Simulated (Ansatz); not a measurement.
Ansatz (a program for electronic structure) input (B3LYP-D3(BJ)/def2-TZVP):

Ansatz 0.2 input:
```yaml
crystal:
  periodic: [false, false, false]
  atoms:
    - {symbol: C, position_ang: [-0.00000000, -0.00000000, -0.69355328]}
    - {symbol: F, position_ang: [0.00000000, 0.00000000, 0.46236885]}
basis:
  gaussian:
    orbitals: def2-TZVP
hamiltonian:
  xc: b3lyp
  dispersion: d3bj
total_charge: 1
phonons: {temperatures: {t_min: 298.15, t_max: 298.15, t_step: 100}}
```

Output:

```
Functional definition: B3LYP
integrals: 0.01 GiB planned
336 factors; their error is unknown
mean field: 0.10 GiB planned
mean field evaluation 1: about -3732.9251 eV, gradient 8.3e1 eV
mean field evaluation 2: about -3681.2042 eV, gradient 2.0e2 eV
mean field evaluation 4: about -3741.4117 eV, gradient 3.2e0 eV
mean field evaluation 8: about -3741.4408 eV, gradient 1.2e-2 eV
mean field -3741.44084707 eV, -137.4954150900 hartree, gradient 3.1e-5 eV, S^2 0.000000; 0 other end points of the search recorded, 0 dependent functions left out
the calculation of the forces begins
reference -3741.44097570 eV, -137.4954198173 hartree; 7, 7 occupied and 55, 55 virtual orbitals, 336 factors
these checks for a lower state are left out or cut short: stability, starts, cluster_reference, orbital_swaps, neighbouring_geometries, increment
integrals: 0.01 GiB planned
336 factors; their error is unknown
mean field: 0.10 GiB planned
mean field evaluation 16: about -3741.4296 eV, gradient 1.6e-4 eV
mean field -3741.44084707 eV, -137.4954150900 hartree, gradient 6.2e-7 eV, S^2 0.000000; 0 other end points of the search recorded, 0 dependent functions left out
the calculation of the forces begins
reference -3741.44097570 eV, -137.4954198173 hartree; 7, 7 occupied and 55, 55 virtual orbitals, 336 factors
these checks for a lower state are left out or cut short: stability, starts, cluster_reference, orbital_swaps, neighbouring_geometries, increment
integrals: 0.01 GiB planned
336 factors; their error is unknown
mean field: 0.10 GiB planned
mean field -3741.44084707 eV, -137.4954150900 hartree, gradient 6.2e-7 eV, S^2 0.000000; 0 other end points of the search recorded, 0 dependent functions left out
the calculation of the forces begins
reference -3741.44097570 eV, -137.4954198173 hartree; 7, 7 occupied and 55, 55 virtual orbitals, 336 factors
these checks for a lower state are left out or cut short: stability, starts, cluster_reference, orbital_swaps, neighbouring_geometries, increment
integrals: 0.01 GiB planned
336 factors; their error is unknown
mean field: 0.10 GiB planned
mean field evaluation 32: about -3741.4296 eV, gradient 1.6e-4 eV
mean field -3741.44084707 eV, -137.4954150900 hartree, gradient 6.2e-7 eV, S^2 0.000000; 0 other end points of the search recorded, 0 dependent functions left out
the calculation of the forces begins
reference -3741.44097570 eV, -137.4954198173 hartree; 7, 7 occupied and 55, 55 virtual orbitals, 336 factors
these checks for a lower state are left out or cut short: stability, starts, cluster_reference, orbital_swaps, neighbouring_geometries, increment
integrals: 0.01 GiB planned
336 factors; their error is unknown
mean field: 0.10 GiB planned
mean field -3741.44084707 eV, -137.4954150900 hartree, gradient 6.2e-7 eV, S^2 0.000000; 0 other end points of the search recorded, 0 dependent functions left out
the calculation of the forces begins
reference -3741.44097570 eV, -137.4954198173 hartree; 7, 7 occupied and 55, 55 virtual orbitals, 336 factors
these checks for a lower state are left out or cut short: stability, starts, cluster_reference, orbital_swaps, neighbouring_geometries, increment
integrals: 0.01 GiB planned
336 factors; their error is unknown
mean field: 0.10 GiB planned
mean field -3741.44057500 eV, -137.4954050918 hartree, gradient 6.2e-7 eV, S^2 0.000000; 0 other end points of the search recorded, 0 dependent functions left out
the calculation of the forces begins
reference -3741.44070359 eV, -137.4954098174 hartree; 7, 7 occupied and 55, 55 virtual orbitals, 336 factors
these checks for a lower state are left out or cut short: stability, starts, cluster_reference, orbital_swaps, neighbouring_geometries, increment
integrals: 0.01 GiB planned
336 factors; their error is unknown
mean field: 0.10 GiB planned
mean field -3741.44057868 eV, -137.4954052270 hartree, gradient 6.3e-7 eV, S^2 0.000000; 0 other end points of the search recorded, 0 dependent functions left out
the calculation of the forces begins
reference -3741.44070736 eV, -137.4954099560 hartree; 7, 7 occupied and 55, 55 virtual orbitals, 336 factors
these checks for a lower state are left out or cut short: stability, starts, cluster_reference, orbital_swaps, neighbouring_geometries, increment
integrals: 0.01 GiB planned
336 factors; their error is unknown
mean field: 0.10 GiB planned
mean field evaluation 64: about -3741.4296 eV, gradient 1.6e-4 eV
mean field -3741.44084707 eV, -137.4954150900 hartree, gradient 6.2e-7 eV, S^2 0.000000; 0 other end points of the search recorded, 0 dependent functions left out
the calculation of the forces begins
reference -3741.44097570 eV, -137.4954198173 hartree; 7, 7 occupied and 55, 55 virtual orbitals, 336 factors
these checks for a lower state are left out or cut short: stability, starts, cluster_reference, orbital_swaps, neighbouring_geometries, increment
integrals: 0.01 GiB planned
336 factors; their error is unknown
mean field: 0.10 GiB planned
mean field -3741.44084707 eV, -137.4954150900 hartree, gradient 6.2e-7 eV, S^2 0.000000; 0 other end points of the search recorded, 0 dependent functions left out
the calculation of the forces begins
reference -3741.44097570 eV, -137.4954198173 hartree; 7, 7 occupied and 55, 55 virtual orbitals, 336 factors
these checks for a lower state are left out or cut short: stability, starts, cluster_reference, orbital_swaps, neighbouring_geometries, increment
integrals: 0.01 GiB planned
336 factors; their error is unknown
mean field: 0.10 GiB planned
mean field -3741.44084707 eV, -137.4954150900 hartree, gradient 6.2e-7 eV, S^2 0.000000; 0 other end points of the search recorded, 0 dependent functions left out
the calculation of the forces begins
reference -3741.44097570 eV, -137.4954198173 hartree; 7, 7 occupied and 55, 55 virtual orbitals, 336 factors
these checks for a lower state are left out or cut short: stability, starts, cluster_reference, orbital_swaps, neighbouring_geometries, increment
integrals: 0.01 GiB planned
336 factors; their error is unknown
mean field: 0.10 GiB planned
mean field -3741.44084707 eV, -137.4954150900 hartree, gradient 6.2e-7 eV, S^2 0.000000; 0 other end points of the search recorded, 0 dependent functions left out
the calculation of the forces begins
reference -3741.44097570 eV, -137.4954198173 hartree; 7, 7 occupied and 55, 55 virtual orbitals, 336 factors
these checks for a lower state are left out or cut short: stability, starts, cluster_reference, orbital_swaps, neighbouring_geometries, increment
integrals: 0.01 GiB planned
336 factors; their error is unknown
mean field: 0.10 GiB planned
mean field evaluation 96: about -3741.4294 eV, gradient 1.6e-4 eV
mean field -3741.44057868 eV, -137.4954052270 hartree, gradient 6.3e-7 eV, S^2 0.000000; 0 other end points of the search recorded, 0 dependent functions left out
the calculation of the forces begins
reference -3741.44070736 eV, -137.4954099560 hartree; 7, 7 occupied and 55, 55 virtual orbitals, 336 factors
these checks for a lower state are left out or cut short: stability, starts, cluster_reference, orbital_swaps, neighbouring_geometries, increment
integrals: 0.01 GiB planned
336 factors; their error is unknown
mean field: 0.10 GiB planned
mean field -3741.44057500 eV, -137.4954050918 hartree, gradient 6.2e-7 eV, S^2 0.000000; 0 other end points of the search recorded, 0 dependent functions left out
the calculation of the forces begins
reference -3741.44070359 eV, -137.4954098174 hartree; 7, 7 occupied and 55, 55 virtual orbitals, 336 factors
Total energy: -3741.45545259 eV, -137.4959518330 hartree
Atom 0 at    -0.000000    -0.000000    -0.693553 Å, force    -0.000000     0.000000     0.000008 eV/Å
Atom 1 at     0.000000     0.000000     0.462369 Å, force     0.000000    -0.000000    -0.000008 eV/Å
Dipole moment:    -0.000000     0.000000    -0.199262 e Å
Vibrations: 1787.61 cm⁻¹, zero-point energy 0.110818 eV
```
